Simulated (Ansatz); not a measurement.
Program: Ansatz. Geometries: PBE0-D4/def2-TZVP. ΔE: electronic, gas phase. CBS: MP2 limit from def2 TZ/QZ plus the TZ coupled-cluster correction, frozen cores. DFT in def2-TZVPP. HSE06 is defined as in plane-wave codes. Each species was taken in one conformer, which may not be the lowest.

Consider the redistribution: `F[SiH]([SiH3])S` + `FB(F)N[SiH3]` → `F[SiH2][SiH](F)S` + `FBN[SiH3]`.

`F[SiH]([SiH3])S`:

```xyz
9

F     0.919   -2.043   -0.060
Si    0.965   -0.442   -0.156
Si   -1.198    0.337   -0.580
S     1.730    0.427    1.625
H     1.967   -0.090   -1.191
H    -1.132    1.789   -0.887
H    -1.824   -0.384   -1.720
H    -2.022    0.133    0.642
H     0.594    0.272    2.327
```

`FB(F)N[SiH3]`:

Cartesian coordinates in Å:
```
F 1.296 -2.429 -0.037
B 1.015 -1.147 0.169
F 1.934 -0.411 0.787
N -0.196 -0.573 -0.241
Si -0.684 1.089 -0.031
H -0.844 -1.191 -0.705
H -2.058 1.193 -0.582
H -0.685 1.461 1.405
H 0.221 2.008 -0.765
```

`F[SiH2][SiH](F)S`:

Cartesian coordinates in Å:
```
F -2.007 -0.475 -0.485
Si -0.619 -1.192 -0.105
Si 1.002 0.502 0.014
F 1.591 0.779 -1.451
S 0.081 2.218 0.851
H -0.783 -1.843 1.220
H -0.336 -2.217 -1.141
H 2.152 0.193 0.897
H -1.082 2.036 0.201
```

`FBN[SiH3]`:

Cartesian coordinates in Å:
```
F 0.214 0.682 1.973
B 1.107 0.285 1.059
N 0.634 -0.120 -0.195
Si -1.038 -0.166 -0.707
H 2.267 0.292 1.350
H 1.329 -0.414 -0.863
H -1.831 -1.083 0.148
H -1.646 1.186 -0.659
H -1.037 -0.663 -2.106
```

| level | ΔE (kcal/mol) |
| --- | --- |
| PBE0-D4 | 6.9 |
| HSE06 | 7.0 |

(1) What does CCSD(T)/CBS give? (An estimate is asked.)

Largest T1 diagnostic among the species: 0.013.

## Answers

(1) Computed: +4.7 kcal/mol. The listed levels differ from it by 2.2, 2.3 kcal/mol.

Leaving LDA and LC-ωPBE aside and taking each functional with its dispersion term where it has one, the values, not all of them listed here, spread over 2.6 kcal/mol, from BLYP-D4 to B97M-V. LDA lies +1.9 kcal/mol from PBE without D4. At CCSD(T), def2-SVP lies +8.3 kcal/mol from the extrapolated value and def2-TZVPP +1.5 kcal/mol. From BLYP to BHLYP (50 % exact exchange), in def2-TZVPP and without D4, ΔE moves by +1.0 kcal/mol.
